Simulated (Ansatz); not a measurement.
C₂H₇BSi (`CB1C[SiH2]1`), relaxed with RKS PBE-D4/def2-SVP in Ansatz from a rough embedded geometry. The force threshold is 0.03 eV/Å; the program also tests the step.

Total charge 0; spin multiplicity 1.

Start:

```xyz
11

C    -0.940    1.271    0.803
B     0.006    0.289    0.137
C     1.002   -0.902    0.269
Si    0.451   -0.976   -1.433
H    -1.984    1.254    0.315
H    -1.105    1.045    1.909
H    -0.560    2.342    0.748
H     0.721   -1.683    0.915
H     2.122   -0.561    0.359
H     1.092   -0.253   -2.437
H    -0.805   -1.827   -1.584
```

(1) How much energy does the relaxation release, and in how many steps? (Best estimate.)

(2) Which bonds change most? (An estimate is asked.)

(3) Give the relaxed structure. (Best estimate.)

## Answers

(1) Computed: 99.64 kJ/mol, in 13 steps, 2 of them rejected.

(2) Computed: C3–Si4 from 1.791 to 2.031 Å; B2–Si4 from 2.065 to 1.952 Å; Si4–H10 from 1.393 to 1.500 Å; C3–H9 from 1.173 to 1.108 Å.

(3) Computed: 
```xyz
11

C    -1.017    1.224    0.886
B     0.047    0.400    0.102
C     0.999   -0.740    0.381
Si    0.237   -0.697   -1.501
H    -2.021    1.222    0.414
H    -1.101    0.940    1.955
H    -0.679    2.286    0.860
H     0.928   -1.400    1.268
H     2.023   -0.751   -0.042
H     1.442   -0.848   -2.382
H    -0.857   -1.636   -1.941
```
